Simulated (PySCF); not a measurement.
MgFCl, SMILES [F][Mg][Cl].

Coordinates come from a B3LYP-D3(BJ)/def2-TZVP optimisation.

Vertical ionisation energy (IE) and electron affinity (EA) in eV. Rows of orbital energies are one-electron estimates. Where ΔSCF, EOM or ADC give a negative EA the extra electron is unbound and the value depends on the basis.

| level | IE | EA |
|---|---|---|
| −ε(HOMO), −ε(LUMO), PBE0/def2-TZVPD (PySCF) | 9.05 | 1.80 |
| −ε(HOMO), −ε(LUMO), PBE/def2-TZVPD (PySCF) | 7.68 | 2.55 |
